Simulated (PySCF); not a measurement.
## Pd³⁺ (palladium, charge +3): MN15 calculation

Configuration: [Kr] 4d7, high-spin 4F determinant. All numbers are calculated (PySCF 2.14, scalar relativity through the core potential, in aug-cc-pV5Z-PP with ECP28MDF).

* Total energy: -124.9186 hartree
* One-electron energy: -201.6813 hartree
* Hartree (Coulomb) energy: 88.0180 hartree
* Exchange-correlation energy: -11.2552 hartree
* ⟨S²⟩: 3.7519
* ⟨L²⟩: 12.012
* Sum of ⟨r⟩: 17.50 bohr
* Sum of ⟨r²⟩: 23.64 bohr²
* Time after the integrals: 12 s of wall time on 2 threads of Neoverse-V2 (shared host)

```json
{"shell": "4s α", "electrons": "1", "mean orbital energy (eV)": "-129.88", "spread (eV)": "0", "rms radius, mean of both spins (bohr)": "1.01"}
{"shell": "4s β", "electrons": "1", "mean orbital energy (eV)": "-128.18", "spread (eV)": "0", "rms radius, mean of both spins (bohr)": "1.01"}
{"shell": "4p α", "electrons": "3", "mean orbital energy (eV)": "-95.602", "spread (eV)": "0", "rms radius, mean of both spins (bohr)": "1.11"}
{"shell": "4p β", "electrons": "3", "mean orbital energy (eV)": "-93.386", "spread (eV)": "0", "rms radius, mean of both spins (bohr)": "1.11"}
{"shell": "4d α", "electrons": "5", "mean orbital energy (eV)": "-45.288", "spread (eV)": "0.066", "rms radius, mean of both spins (bohr)": "1.42"}
{"shell": "4d β", "electrons": "2", "mean orbital energy (eV)": "-42.981", "spread (eV)": "0", "rms radius, mean of both spins (bohr)": "1.42"}
```

Energies and moments cover only the electrons outside the core potential.
